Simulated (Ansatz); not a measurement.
Cost and result for the atomization energy of F2Ge2H4, SMILES `[F][GeH]([F])[GeH3]` (8 atoms, 7 bonds).

```
atom    x (Å)    y (Å)    z (Å)
  F1  -2.0869   0.9749   0.4355
 Ge2  -0.8692   0.3942  -0.6546
  F3  -0.2887   1.8293  -1.4367
 Ge4   0.9412  -0.5513   0.6522
  H5  -1.6080  -0.4143  -1.7330
  H6   0.4068  -1.7680   1.4173
  H7   2.0590  -0.9834  -0.3045
  H8   1.4458   0.5186   1.6238
```

Charge 0, multiplicity 1. Correlated methods include outer-core shells of Ge, which these sets cover unevenly. Scalar relativity is left out up to krypton. All single points use the PBE0-D4/def2-TZVP geometry. Program: Ansatz. Hardware: A = 2 threads of an AMD EPYC 7R13 on a shared host; B = 2 threads of an AMD EPYC 7R13 on a shared host and a share of an NVIDIA H100 80 GB. Times are those of one run each, without the atoms' runs, and a repeat can differ threefold. Electronic energies, without spin–orbit coupling; frozen cores. CCSD(T)/CBS adds CCSD(T) − MP2 in def2-TZVPP to the MP2 limit, and its time is that of the two runs behind it. T1 = 0.012. With those shells the extrapolation isn't a true limit. B3LYP takes the VWN-RPA correlation (the form of Gaussian; ORCA's B3LYP/G). HSE06 is the plane-wave form, built on full-range PBE exchange.

CCSD(T)/CBS is a level of theory with its own doubt, some kJ/mol a heavy atom from the limit and from the frozen cores, so smaller differences don't rank the functionals.

```csv
level,functions,wall time
LDA (SPW92)/def2-TZVPP [A],214,1.8 s
BLYP-D4/def2-TZVPP [A],214,2.7 s
revPBE-D4/def2-TZVPP [A],214,2.7 s
PBE0-D4/def2-TZVPP [A],214,4.5 s
BHLYP-D4/def2-TZVPP [A],214,4.8 s
HSE06-D4/def2-TZVPP [A],214,5 s
B3LYP-D4/def2-TZVPP (with forces) [A],214,7 s
r2SCANh-D4/def2-TZVPP [A],214,7 s
MP2/def2-QZVPP [B],412,11 s
CCSD(T)/def2-SVP [B],112,12 s
ωB97M-V/def2-TZVPP (with forces) [A],214,14 s
CCSD(T)/def2-TZVPP [B],214,14 s
CCSD(T)/CBS(def2),–,25 s
```

Question: What atomization energy does each give, and how far from CCSD(T)/CBS? (Best estimate.)

Answer: The calculation gave: 
```csv
level,atomization (kJ/mol),difference from CCSD(T)/CBS,per bond
LDA (SPW92)/def2-TZVPP [A],2732.3,334.2,47.7
BLYP-D4/def2-TZVPP [A],2350.6,-47.5,-6.8
revPBE-D4/def2-TZVPP [A],2313.2,-84.9,-12.1
PBE0-D4/def2-TZVPP [A],2333.6,-64.5,-9.2
BHLYP-D4/def2-TZVPP [A],2287.8,-110.3,-15.8
HSE06-D4/def2-TZVPP [A],2333.3,-64.8,-9.3
B3LYP-D4/def2-TZVPP (with forces) [A],2352.2,-45.9,-6.6
r2SCANh-D4/def2-TZVPP [A],2365.7,-32.4,-4.6
MP2/def2-QZVPP [B],2406.4,8.3,1.2
CCSD(T)/def2-SVP [B],2217.9,-180.2,-25.7
ωB97M-V/def2-TZVPP (with forces) [A],2357.8,-40.3,-5.8
CCSD(T)/def2-TZVPP [B],2351.1,-47.0,-6.7
CCSD(T)/CBS(def2),2398.1,0.0,0.0
```

From BLYP to BHLYP (50 % exact exchange), in def2-TZVPP and without D4, the atomization energy moves by −52.1 kJ/mol: exact exchange takes away binding that semilocal exchange gives to molecules. Leaving LDA and LC-ωPBE aside and taking each functional with its dispersion term where it has one, the values, not all of them listed here, spread over 123.6 kJ/mol, from BHLYP-D4 to B97M-V. LDA lies +366.7 kJ/mol from PBE without D4, its usual overbinding. At CCSD(T), def2-SVP lies −180.2 kJ/mol from the extrapolated value and def2-TZVPP −47.0 kJ/mol: correlation converges slowly with the basis, and small sets miss more of it in the bonded molecule than in its fragments.
